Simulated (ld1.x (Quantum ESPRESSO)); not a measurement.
# Building the TM potential for boron (LDA (PZ), scalar-relativistic).

ld1.x (Quantum ESPRESSO) 7.5 input, shortened:

```
&input
   title='B', zed=5., rel=1, dft='PZ', iswitch=3,
   config='[He] 2s2 2p1'
 /
 &inputp
   pseudotype=2, tm=.true., lloc=1,
   nlcc=.false.
 /
2
2S  1  0   2.00   0.00  1.50  1.50  0.0
2P  2  1   1.00   0.00  2.65  2.65  0.0
 &test
   configts(1)='2s2 2p1'
 /
```

All-electron outer shells of the reference configuration (LDA (PZ), scalar-relativistic, ld1.x):

```tsv
shell	level (eV)	outermost node (bohr)	outermost maximum (bohr)
1s	-178.66	–	0.21
2s	-9.39	0.46	1.52
2p	-3.72	–	1.55
```

Calculated quality:

```
Cutoffs needed           : 18 Ry and 50 Ry (the cutoffs (Ry, on a coarse ladder) from which the occupation-weighted sum of valence levels, in a spherical-Bessel basis at the reference potential, stays within 10 and 1 mRy of its value at 400 Ry)
Ghost test               : no extra level below or beside the all-electron valence levels (s, p, d, f tested) (spherical-Bessel basis up to 400 Ry, 20 bohr box)
Largest excitation error : +204 meV (all-electron minus pseudo) for 2s1 2p0, out of 7 test configurations
```

Generation and tests took about 1.1 s on one core of a shared server CPU.
